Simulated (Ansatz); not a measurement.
Cartesian coordinates (Å):
SMILES: CBC
```xyz
10

C     -1.3285    -0.0595    -0.3808
B     -0.0872    -0.0547     0.5642
C      1.3800     0.0892     0.0540
H     -1.6396    -1.1128    -0.4659
H     -1.1368     0.2966    -1.3950
H     -2.1956     0.4606     0.0336
H     -0.2711    -0.1643     1.7443
H      1.6632     1.1363     0.2455
H      2.1013    -0.5088     0.6159
H      1.5143    -0.0826    -1.0159
```
Charge 0, multiplicity 1.

Level of theory: frozen-core CCSD(T)/cc-pVTZ // B3LYP-D3(BJ)/def2-TZVP in Ansatz (a quantum-chemistry and plane-wave program).

The HF energy comes out as -104.53213 Ha and the MP2 correlation energy is -0.46388 Ha.

Task: Estimate the CCSD correlation energy, the (T) correction, the total energy and the T1 diagnostic.

Result: 
```
Quantity                         Value
-----------------------  -------------
CCSD correlation energy    -0.50555 Ha
(T) correction             -0.01775 Ha
CCSD(T) total energy     -105.05542 Ha
T1 diagnostic                    0.009
```
